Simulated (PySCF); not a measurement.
PySCF input file for CrOBr2, SMILES [Cr](=[O])([Br])[Br] (connectivity only; charge and spin as stated), neutral, multiplicity 3, B3LYP-D3(BJ)/def2-SVP. Coordinates come from a B3LYP-D3(BJ)/def2-SVP optimisation. The multiplicity is an assumed one; other spin states were not compared.

```python
import numpy as np
from pyscf import gto, scf, dft, df
from pyscf.hessian import thermo

mol = gto.M(
    atom='''
    Cr    0.00000000   -0.00000000   -0.67812870
    O     0.00000000    0.00000000   -2.20789680
    Br    0.00000000   -1.98518410    0.48483233
    Br    0.00000000    1.98518411    0.48483233
    ''',
    basis='def2-SVP',
    charge=0,
    spin=2,
    max_memory=1600,
    verbose=3,
)
mf = dft.UKS(mol, xc='b3lyp').density_fit(auxbasis='def2-universal-jkfit')
mf.disp = 'd3bj'
mf.grids.level = 3
mf.conv_tol = 1e-11
mf.max_cycle = 100
mf.kernel()
fine, coarse = mf.grids, dft.Grids(mol).set(level=1).build(with_non0tab=True)
for _ in range(3):  # follow internal instabilities
    mf.grids = coarse
    mo, _, stable, _ = mf.stability(return_status=True, nroots=4)
    mf.grids = fine
    if stable:
        break
    mf.kernel(mf.make_rdm1(mo, mf.mo_occ))

# [left out here: the lines that compute and print the analytic Hessian (its translational invariance restored by hand, since the grid's response is missing), thermochemistry and intensities]
```

Log of the run:

```

WARN: HOMO -0.314496498559897 >= LUMO -0.338857713419177


WARN: HOMO 0.155162406794912 >= LUMO 0.0249179857569066

converged SCF energy = -6267.37271925579  <S^2> = 2.0833422  2S+1 = 3.0550563
<class 'pyscf.df.df_jk.DFUKS'> wavefunction is stable in the internal stability analysis

WARN: DFTD3 does not support analytical Hessian, using finite difference


WARN: Mole.unit (angstrom) is changed to Bohr

Mode                                 0                   1                   2
Irrep
Freq [cm^-1]                       80.0594            116.4175            187.6680
Reduced mass [au]                  57.1350             29.2832             19.1626
Force const [Dyne/A]                0.2158              0.2338              0.3976
Char temp [K]                     115.1876            167.4988            270.0124
Normal mode                   x     y     z       x     y     z       x     y     z
       0  Cr                 0.00  0.00  0.06    0.11 -0.00 -0.00   -0.00 -0.01 -0.00
       1   O                -0.00 -0.00  0.07   -0.15  0.00 -0.00    0.00  0.22 -0.00
       2  Br                -0.00 -0.06 -0.03   -0.02  0.00  0.00    0.00 -0.02  0.03
       3  Br                -0.00  0.06 -0.03   -0.02 -0.00 -0.00    0.00 -0.02 -0.03
Mode                                 3                   4                   5
Irrep
Freq [cm^-1]                      273.0747            395.7836           1123.0904
Reduced mass [au]                  50.4523             52.4393             19.2738
Force const [Dyne/A]                2.2166              4.8397             14.3234
Char temp [K]                     392.8937            569.4445           1615.8770
Normal mode                   x     y     z       x     y     z       x     y     z
       0  Cr                 0.00 -0.00 -0.08   -0.00 -0.12  0.00   -0.00  0.00 -0.07
       1   O                -0.00 -0.00 -0.08    0.00  0.04  0.00    0.00  0.00  0.22
       2  Br                -0.00 -0.05  0.03    0.00  0.03 -0.02    0.00 -0.00  0.00
       3  Br                -0.00  0.05  0.03    0.00  0.03  0.02    0.00  0.00  0.00
temperature 298.1500 [K]
pressure 101325.00 [Pa]
Rotational constants [GHz] 3.62906 0.80245 0.65714
Symmetry number 2
Zero-point energy (ZPE) 0.00496 [Eh]   13015.930 [J/mol]
                           tot       elec      trans        rot        vib
Entropy [J/mol/K]       353.118      9.134    176.448    117.701     49.835
Cv [J/mol/K]             63.512      0.000     12.472     12.472     38.569
Cp [J/mol/K]             71.827      0.000     20.786     12.472     38.569
Internal energy [J/mol]                      3718.434   3718.434  20495.046
Internal energy [Eh]   -6267.36208  -6267.37272
Enthalpy [J/mol]                             6197.391   3718.434  20495.046
Enthalpy [Eh]          -6267.36114
Gibbs free energy [J/mol]                  -46410.629 -31374.078   5636.781
Gibbs free energy [Eh] -6267.40124
mode   freq/cm-1   IR/(km/mol)
   1       80.06         0.185
   2      116.42        17.893
   3      187.67         0.122
   4      273.07         8.444
   5      395.78       100.298
   6     1123.09       151.963
max |gradient| / (hartree/bohr): 8.248219302045041e-05
APT charges: [ 1.5277 -0.6037 -0.462  -0.462 ]
```

The calculation finished and met its thresholds.

Cost: very roughly 5 core-minutes.
